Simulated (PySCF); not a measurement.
# Computed records: BGeH$_{4}$N$_{2}$, BGeH$_{3}$N, BGeH$_{4}$NSi, BGeH$_{3}$NO

All values are calculated (PySCF 2.14.0). Calculation on a computer-drawn molecule: the log of a Hartree-Fock and frozen-core CCSD(T) single point meant for a local Hartree-Fock minimum, with one planted fault or none, to be diagnosed. Offsets are logged minus clean, where the clean run is the same molecule without the fault. The reference is restricted for singlets and unrestricted otherwise, and also for a bond in bohr or an excited solution. Adding or removing an electron swaps singlet and doublet. The excited solution moves the top pair (singlet) or top alpha electron (doublet) to the lowest empty orbital. Highest occupied and lowest empty are orbital energies over both spins, largest force is the largest gradient component, triples share is (T) over the correlation energy, the T1 limit is 0.02 restricted and 0.045 unrestricted, electrons count all cores, a negative frequency is imaginary (commonest isotopes), and the dipole is about the centre of nuclear charge; on germanium a core potential holds 10 electrons, which the energies leave out, and 3d is frozen in MP2 and coupled-cluster steps.

Common to all runs: logged SCF converged yes; possible faults no fault, one electron removed, one electron added, multiplicity raised by two, geometry at a saddle point, SCF held on an excited solution, minimal basis STO-3G, one bond length entered in bohr, all coordinates scaled.

```yaml
- entry: 1
  formula: BGeH4N2
  logged_structure:
    atoms_angstrom:
      - ["N", 1.4887, 1.6492, -1.604]
      - [B, 1.5837, 0.4931, -1.2365]
      - ["N", 1.6874, -0.8445, -0.7204]
      - [Ge, 1.6201, -1.2866, 0.9645]
      - [H, 1.4157, 2.5744, -1.9436]
      - [H, 1.8088, -1.5758, -1.4045]
      - [H, 1.7489, -2.7489, 1.294]
      - [H, 1.4386, -0.1722, 1.9574]
  given:
    meant_charge: 1
    meant_multiplicity: 1
    meant_basis: cc-pVDZ
    meant_basis_and_core_potential_on_germanium: "cc-pVDZ-PP ECP10MDF"
    logged_electrons: 54
    logged_basis_functions: 85
    logged_spin_squared: 0.0
    "logged_highest_occupied [eV]": -15.227
    "logged_lowest_empty [eV]": -5.1531
    "logged_largest_force [hartree/bohr]": 1.062e-05
    "logged_lowest_frequency [cm^-1]": 132.94
    logged_T1_diagnostic: 0.022249
    logged_D1_diagnostic: 0.080967
    logged_triples_share: 0.034232
    logged_CC_converged: "yes"
    "logged_dipole_magnitude [debye]": 3.5995
    logged_SCF_stable_within_its_kind: "yes"
    "logged_energy_HF [hartree]": -429.06216
    "logged_energy_CCSD(T) [hartree]": -429.59695
    drawn_bonds_atom: [1, 2, 3, 1, 3, 4, 4]
    drawn_bonds_other_atom: [2, 3, 4, 5, 6, 7, 8]
    drawn_bonds_order: [2, 1, 1, 1, 1, 1, 1]
  results:
    planted_fault: "no fault"
    "HF_energy_offset_from_clean_run [kcal/mol]": 0.0
    "CCSD(T)_energy_offset_from_clean_run [kcal/mol]": 0.0
  notes: ["T1 above single-reference limit"]
- entry: 2
  formula: BGeH3N
  logged_structure:
    atoms_angstrom:
      - ["N", 0.8355, 1.5979, -1.9751]
      - [B, 0.9577, 0.8906, -0.949]
      - [Ge, 0.9544, -0.3815, 0.7523]
      - [H, 0.8197, 2.1804, -2.7648]
      - [H, 2.373, -1.045, 0.4309]
      - [H, 1.5169, 0.7288, 1.7556]
  given:
    meant_charge: -1
    meant_multiplicity: 1
    meant_basis: aug-cc-pVDZ
    meant_basis_and_core_potential_on_germanium: "aug-cc-pVDZ-PP ECP10MDF"
    logged_electrons: 48
    logged_basis_functions: 105
    logged_spin_squared: 0.0
    "logged_highest_occupied [eV]": -2.5327
    "logged_lowest_empty [eV]": 3.6215
    "logged_largest_force [hartree/bohr]": 3.835e-05
    "logged_lowest_frequency [cm^-1]": 244.53
    logged_T1_diagnostic: 0.016987
    logged_D1_diagnostic: 0.039819
    logged_triples_share: 0.040619
    logged_CC_converged: "yes"
    "logged_dipole_magnitude [debye]": 1.2406
    logged_SCF_stable_within_its_kind: "yes"
    "logged_energy_HF [hartree]": -374.27797
    "logged_energy_CCSD(T) [hartree]": -374.69223
    drawn_bonds_atom: [1, 2, 1, 3, 3]
    drawn_bonds_other_atom: [2, 3, 4, 5, 6]
    drawn_bonds_order: [2, 1, 1, 1, 1]
  results:
    planted_fault: "no fault"
    "HF_energy_offset_from_clean_run [kcal/mol]": 0.0
    "CCSD(T)_energy_offset_from_clean_run [kcal/mol]": 0.0
- entry: 3
  formula: BGeH4NSi
  logged_structure:
    atoms_angstrom:
      - ["N", -2.5561, -0.5129, -2.5424]
      - [B, -2.2711, -0.5178, -1.3465]
      - [Ge, -1.6909, -0.5426, 0.6271]
      - [Si, 0.6881, -1.1673, 0.6977]
      - [H, -2.8111, -0.5061, -3.4943]
      - [H, -2.5783, -1.549, 1.3728]
      - [H, -1.9584, 0.8492, 1.2136]
      - [H, 0.3727, -2.5859, 0.2732]
  given:
    meant_charge: 0
    meant_multiplicity: 1
    meant_basis: "cc-pV(D+d)Z"
    meant_basis_and_core_potential_on_germanium: "cc-pVDZ-PP ECP10MDF"
    logged_electrons: 62
    logged_basis_functions: 94
    logged_spin_squared: 0.0
    "logged_highest_occupied [eV]": -8.7561
    "logged_lowest_empty [eV]": -0.10303
    "logged_largest_force [hartree/bohr]": 1.8509e-05
    "logged_lowest_frequency [cm^-1]": 60.193
    logged_T1_diagnostic: 0.017431
    logged_D1_diagnostic: 0.041637
    logged_triples_share: 0.035231
    logged_CC_converged: "yes"
    "logged_dipole_magnitude [debye]": 0.53677
    logged_SCF_stable_within_its_kind: "yes"
    "logged_energy_HF [hartree]": -663.72862
    "logged_energy_CCSD(T) [hartree]": -664.21323
    drawn_bonds_atom: [1, 2, 3, 1, 3, 3, 4]
    drawn_bonds_other_atom: [2, 3, 4, 5, 6, 7, 8]
    drawn_bonds_order: [2, 1, 1, 1, 1, 1, 1]
  results:
    planted_fault: "no fault"
    "HF_energy_offset_from_clean_run [kcal/mol]": 0.0
    "CCSD(T)_energy_offset_from_clean_run [kcal/mol]": 0.0
- entry: 4
  formula: BGeH3NO
  logged_structure:
    atoms_angstrom:
      - ["N", -0.1219, -2.2535, 0.1095]
      - [B, -0.3421, -1.1948, 0.5745]
      - [Ge, -0.7812, 0.604, 1.2296]
      - [O, 0.639, 1.2069, 1.9681]
      - [H, 0.0738, -3.1064, -0.2478]
      - [H, -1.8895, 0.6012, 2.2044]
      - [H, 0.5318, 1.9853, 2.4228]
  given:
    meant_charge: 0
    meant_multiplicity: 2
    meant_basis: cc-pVDZ
    meant_basis_and_core_potential_on_germanium: "cc-pVDZ-PP ECP10MDF"
    logged_electrons: 55
    logged_basis_functions: 80
    logged_spin_squared: 0.7563
    "logged_highest_occupied [eV]": -8.6787
    "logged_lowest_empty [eV]": 1.2076
    "logged_largest_force [hartree/bohr]": 0.072239
    logged_T1_diagnostic: 0.017282
    logged_D1_diagnostic: 0.065725
    logged_triples_share: 0.029431
    logged_CC_converged: "yes"
    "logged_dipole_magnitude [debye]": 1.2914
    logged_SCF_stable_within_its_kind: "yes"
    "logged_energy_HF [hartree]": -449.10979
    "logged_energy_CCSD(T) [hartree]": -449.65036
    drawn_bonds_atom: [1, 2, 3, 1, 3, 4]
    drawn_bonds_other_atom: [2, 3, 4, 5, 6, 7]
    drawn_bonds_order: [2, 1, 1, 1, 1, 1]
  results:
    planted_fault: "all coordinates scaled, by -4.1 %"
    "HF_energy_offset_from_clean_run [kcal/mol]": 9.621
    "CCSD(T)_energy_offset_from_clean_run [kcal/mol]": 16.29
- entry: 5
  formula: BGeH3NO
  logged_structure:
    atoms_angstrom:
      - ["N", -0.1271, -2.3498, 0.1142]
      - [B, -0.3567, -1.2458, 0.5991]
      - [Ge, -0.8146, 0.6298, 1.2822]
      - [O, 1.9839, 1.8179, 2.7375]
      - [H, 0.0769, -3.2393, -0.2584]
      - [H, -1.9702, 0.6269, 2.2986]
      - [H, 1.8722, 2.6295, 3.2115]
  given:
    meant_charge: 0
    meant_multiplicity: 2
    meant_basis: cc-pVDZ
    meant_basis_and_core_potential_on_germanium: "cc-pVDZ-PP ECP10MDF"
    logged_electrons: 55
    logged_basis_functions: 80
    logged_spin_squared: 1.7397
    "logged_highest_occupied [eV]": -8.0579
    "logged_lowest_empty [eV]": 0.23538
    "logged_largest_force [hartree/bohr]": 0.013462
    logged_T1_diagnostic: 0.020642
    logged_D1_diagnostic: 0.078521
    logged_triples_share: 0.029307
    logged_CC_converged: "yes"
    "logged_dipole_magnitude [debye]": 2.0249
    logged_SCF_stable_within_its_kind: "yes"
    "logged_energy_HF [hartree]": -449.03135
    "logged_energy_CCSD(T) [hartree]": -449.53889
    drawn_bonds_atom: [1, 2, 3, 1, 3, 4]
    drawn_bonds_other_atom: [2, 3, 4, 5, 6, 7]
    drawn_bonds_order: [2, 1, 1, 1, 1, 1]
  results:
    planted_fault: "one bond length entered in bohr, row 3 of the drawn bonds"
    "HF_energy_offset_from_clean_run [kcal/mol]": 58.84
    "CCSD(T)_energy_offset_from_clean_run [kcal/mol]": 86.24
- entry: 6
  formula: BGeH3NO
  logged_structure:
    atoms_angstrom:
      - ["N", -0.1271, -2.3498, 0.1142]
      - [B, -0.3567, -1.2458, 0.5991]
      - [Ge, -0.8146, 0.6298, 1.2822]
      - [O, 0.6663, 1.2585, 2.0523]
      - [H, 0.0769, -3.2393, -0.2584]
      - [H, -1.9702, 0.6269, 2.2986]
      - [H, 0.5545, 2.0702, 2.5263]
  given:
    meant_charge: 0
    meant_multiplicity: 2
    meant_basis: cc-pVDZ
    meant_basis_and_core_potential_on_germanium: "cc-pVDZ-PP ECP10MDF"
    logged_electrons: 55
    logged_basis_functions: 80
    logged_spin_squared: 0.7769
    "logged_highest_occupied [eV]": -3.9501
    "logged_lowest_empty [eV]": -1.5478
    "logged_largest_force [hartree/bohr]": 0.073326
    "logged_dipole_magnitude [debye]": 2.9605
    logged_SCF_stable_within_its_kind: "no"
    "logged_energy_HF [hartree]": -448.95315
    drawn_bonds_atom: [1, 2, 3, 1, 3, 4]
    drawn_bonds_other_atom: [2, 3, 4, 5, 6, 7]
    drawn_bonds_order: [2, 1, 1, 1, 1, 1]
  results:
    planted_fault: "SCF held on an excited solution"
    "HF_energy_offset_from_clean_run [kcal/mol]": 107.9
  notes: ["coupled-cluster numbers left out as unreliable"]
```
